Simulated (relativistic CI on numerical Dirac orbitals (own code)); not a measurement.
**Pt2+: 5p photoemission**

Computed with this model: Dirac-Coulomb-Breit CI, separate exchange-only KLI orbitals for each configuration, model QED, valence Slater integrals scaled by 0.9, multiplet model of photoemission in the sudden approximation; configurations [Xe] 4f14 5d8 → [Kr] 4d10 4f14 5s2 5p5 5d8; 300 K; Lorentzian 1.05 eV and Gaussian 0.6 eV FWHM. Energies are those of the free ion, without screening or charge transfer. The energies are binding energies and can lie tens of eV above those of solids. S is read from ⟨S²⟩ = S(S + 1).

Field parameters in Wybourne normalisation: Td as Oh with Dq negative (B⁴₀ = 21Dq, B⁴₄ = √(5/14) B⁴₀). The field is a parameter set, without covalency.

free ion: ground-state S = 0.98, centroid 88.16 eV. Peaks (eV, height): 79.0 (100), 80.6 (53), 82.8 (64), 87.2 (68), 90.0 (18), 99.2 (76), 101.6 (59).

Td, 10Dq = -2450 cm⁻¹: ground-state S = 0.98, centroid 88.16 eV. Peaks (eV, height): 79.0 (100), 80.6 (50), 83.0 (59), 87.2 (65), 90.0 (16), 99.4 (72), 101.8 (51).

Td, 10Dq = -6800 cm⁻¹: ground-state S = 0.98, centroid 88.17 eV. Peaks (eV, height): 79.2 (100), 80.6 (47), 83.2 (52), 87.4 (58), 89.6 (12), 99.6 (72), 102.0 (40).

Td, 10Dq = -11100 cm⁻¹: ground-state S = 0.98, centroid 88.17 eV. Peaks (eV, height): 79.2 (100), 80.8 (46), 83.4 (45), 87.6 (50), 99.6 (71), 102.2 (31).

Td, 10Dq = -15400 cm⁻¹: ground-state S = 0.98, centroid 88.17 eV. Peaks (eV, height): 79.4 (100), 80.8 (47), 83.6 (40), 87.8 (42), 99.8 (72), 102.6 (25).

Td, 10Dq = -19750 cm⁻¹: ground-state S = 0.98, centroid 88.18 eV. Peaks (eV, height): 79.4 (100), 83.8 (34), 88.2 (35), 100.0 (72), 102.8 (20).

Strongest unbroadened transitions for Td, 10Dq = -19750 cm⁻¹:

| Energy (eV) | Relative strength |
| --- | --- |
| 79.41 | 100.0 |
| 80.28 | 2.9 |
| 80.96 | 29.5 |
| 81.77 | 2.2 |
| 82.17 | 10.7 |
| 83.36 | 2.4 |
| 83.53 | 16.3 |
| 84.09 | 5.4 |
| 84.52 | 16.0 |
| 85.68 | 6.6 |
| 87.46 | 11.6 |
| 87.87 | 9.3 |
| 88.22 | 6.2 |
| 88.36 | 4.5 |
| 88.71 | 15.6 |
| 98.78 | 22.1 |
| 99.97 | 70.0 |
| 102.90 | 16.1 |
